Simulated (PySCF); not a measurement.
ScOF, singlet: structure and spectrum

Level of theory: PySCF, PBE0, basis Sc def2-TZVP, O def2-TZVP, F def2-TZVP (no relativity, density fitting).

The structure is a minimum.

```xyz
3
charge 0 multiplicity 1, angstrom
Sc   -0.0891    0.0000   -0.3897
O    -1.5658    0.0000    0.3932
F     1.5292    0.0000    0.5880
```

```json
{
 "Point group": "Cs",
 "Bond lengths": "Sc–F 1.891 Å, Sc–O 1.671 Å",
 "Bond angles": "F–Sc–O 120.9°",
 "Highest occupied level": "-7.39 eV",
 "Entropy at 298.15 K and 1 bar": "272.1 J/(mol K)",
 "Dipole moment": "6.56 D",
 "Rotational symmetry number": "1",
 "Principal polarisabilities": "17.7, 20.3, 36.8 bohr³",
 "Enthalpy at 298.15 K above 0 K": "11.90 kJ/mol",
 "Rotational constants": "1.143, 0.1981, 0.1688 cm⁻¹",
 "Zero-point energy": "10.9 kJ/mol",
 "Atomisation energy without zero-point energy": "1242 kJ/mol",
 "Principal quadrupole moments (Buckingham, traceless) about the centre of mass": "-17.68, 8.59, 9.09 D Å",
 "Heat capacity Cp at 298.15 K": "46.6 J/(mol K)",
 "Lowest empty level": "-2.26 eV"
}
```

Harmonic modes (masses in u: Sc 44.956, O 15.995, F 18.998):
| symmetry | ω (cm⁻¹) | IR (km/mol) | μ (u) | type |
| --- | --- | --- | --- | --- |
| a' | 192 | 42.3 | 20.11 | bend |
| a' | 633 | 192 | 23.01 | stretch |
| a' | 992 | 279 | 19.24 | stretch |

Charges (e):
```json
{"atom": "Sc1", "Mulliken": "1.20", "Löwdin": "0.59", "polar tensor": "1.94", "Mayer order to Sc1": "–"}
{"atom": "O2", "Mulliken": "-0.64", "Löwdin": "-0.29", "polar tensor": "-1.10", "Mayer order to Sc1": "2.11"}
{"atom": "F3", "Mulliken": "-0.56", "Löwdin": "-0.30", "polar tensor": "-0.83", "Mayer order to Sc1": "0.77"}
```

Mulliken populations on Sc1: s 6.05, p 12.18, d 1.48, f 0.07.

Outer orbital energies (eV). occupied: -29.68, -22.36, -10.54, -10.14, -10.14, -7.76, -7.63, -7.39; empty: -2.26, -0.86, -0.84, 0.64.

Formally Sc is in oxidation state +3, d0. The polar-tensor charge on Sc, 1.94, is below the formal one.

Only a few start shapes were tried, so a lower isomer may exist.

The final relaxation and frequency run took 35 s on 2 threads of a shared Arm Neoverse V2 host, with 107 basis functions and 14 gradients. Launch command: `OMP_NUM_THREADS=2 python axn.py task.json out`.
